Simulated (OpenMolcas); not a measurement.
**V3+ in a point-charge field**

V3+ among 3 point charges of -3 e arranged as a planar triangle (D3h), 2.05 Å from the ion.

* Program: OpenMolcas
* Method: CASSCF
* Basis: ANO-RCC-VTZP [6s5p3d2f1g]
* Scalar Hamiltonian: DKH2, point nucleus
* Active space: 2 electrons in 5 orbitals (3d)
* State averaging: 2S+1 = 3 even, 10 roots; 2S+1 = 1 even, 15 roots
* Spin-orbit coupling: state interaction with AMFI integrals over the reference wave functions

The lowest spin-free states (labels of D3, the rotations of D3h), above the lowest:

```json
{"State": "3E", "Degeneracy": "2", "E (cm-1)": "0.0", "Free-ion L (%)": "F (80)"}
{"State": "3A2", "Degeneracy": "1", "E (cm-1)": "482.2", "Free-ion L (%)": "F (92)"}
{"State": "3E", "Degeneracy": "2", "E (cm-1)": "6129", "Free-ion L (%)": "F (100)"}
{"State": "1A1", "Degeneracy": "1", "E (cm-1)": "9563", "Free-ion L (%)": "G (60)"}
{"State": "3A1", "Degeneracy": "1", "E (cm-1)": "10280", "Free-ion L (%)": "F (100)"}
{"State": "3A2", "Degeneracy": "1", "E (cm-1)": "10297", "Free-ion L (%)": "F (100)"}
{"State": "1E", "Degeneracy": "2", "E (cm-1)": "12398", "Free-ion L (%)": "G (69)"}
{"State": "1E", "Degeneracy": "2", "E (cm-1)": "14225", "Free-ion L (%)": "D (82)"}
{"State": "3E", "Degeneracy": "2", "E (cm-1)": "20233", "Free-ion L (%)": "P (80)"}
{"State": "1A1", "Degeneracy": "1", "E (cm-1)": "22733", "Free-ion L (%)": "D (51)"}
{"State": "1E", "Degeneracy": "2", "E (cm-1)": "23601", "Free-ion L (%)": "G (82)"}
{"State": "1E", "Degeneracy": "2", "E (cm-1)": "25338", "Free-ion L (%)": "D (69)"}
{"State": "1A1", "Degeneracy": "1", "E (cm-1)": "31156", "Free-ion L (%)": "G (100)"}
{"State": "1A2", "Degeneracy": "1", "E (cm-1)": "31264", "Free-ion L (%)": "G (100)"}
{"State": "3A2", "Degeneracy": "1", "E (cm-1)": "36796", "Free-ion L (%)": "P (92)"}
{"State": "1E", "Degeneracy": "2", "E (cm-1)": "43738", "Free-ion L (%)": "G (100)"}
{"State": "1A1", "Degeneracy": "1", "E (cm-1)": "62246", "Free-ion L (%)": "S (87)"}
```

The lowest levels with spin-orbit coupling:

```tsv
E (cm-1)	Degeneracy	Label	2S+1	g
0.0	1	A1	3	
148.1	1	A2	3	
156.8	2	E	3	0.00 0.00 2.26
345.8	2	E	3	0.00 0.00 6.00
818.1	2	E	3	0.00 0.00 3.74
869.9	1	A1	3	
6165	2	E	3	0.00 0.00 0.02
6377	2	E	3	0.00 0.00 3.97
6589	2		3	0.00 0.00 7.98
9823	1	A1	1	
10214	2	E	3	0.00 0.00 1.98
10539	1	A2	3	
10556	1	A1	3	
10858	2	E	3	0.00 0.00 9.98
12657	2	E	1	0.00 0.00 2.00
14492	2	E	1	0.00 0.00 3.99
20358	1	A1	3	
20373	1	A2	3	
20473	2	E	3	0.00 0.00 1.98
20596	2	E	3	0.00 0.00 5.98
```

Powder χT (cm3 K/mol): 0.0027 at 2 K, 0.0135 at 10 K, 0.0904 at 50 K, 0.301 at 100 K, 0.637 at 200 K, 0.864 at 300 K. The effective moment at 300 K is 2.828 √(χT) = 2.63 μB.

The lowest level has 2S+1 = 3, for which the spin-only value is χT = S(S+1) / 2 = 1.000 cm3 K/mol (g = 2). The computed 0.864 at 300 K differs by -0.136, through orbital momentum, spin-orbit coupling and any other state in reach.

An orbital doublet at a regular site is open to a Jahn-Teller distortion, which this geometry leaves out. Without dynamic correlation the repulsion within the d shell is too large (B by tens of per cent), so at a given field states of lower spin stand too high. This is an electrostatic model: the charges have no orbitals. No measured value stands beside these numbers.

With an even number of electrons the g values are those of a degenerate or nearly degenerate non-Kramers pair.
